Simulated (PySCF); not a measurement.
IIn, neutral, multiplicity 1. Atoms are numbered in the order given.

```xyz
2

In     0.0000     0.0000    -1.4379
I      0.0000     0.0000     1.3294
```
Charge 0, spin multiplicity 1.

Coordinates come from a r2SCAN-D4/def2-TZVP optimisation. The def2 effective core potentials stand for the cores of I, In; spin–orbit coupling is left out.

Vertical ionisation energy (IE) and electron affinity (EA) in eV. Rows of orbital energies are one-electron estimates. Where ΔSCF, EOM or ADC give a negative EA the extra electron is unbound and the value depends on the basis.

| level | IE | EA |
|---|---|---|
| −ε(HOMO), −ε(LUMO), r2SCAN/def2-TZVPD (PySCF) | 6.20 | 2.45 |
| −ε(HOMO), −ε(LUMO), CAM-B3LYP/def2-TZVPD (PySCF) | 7.94 | 1.20 |
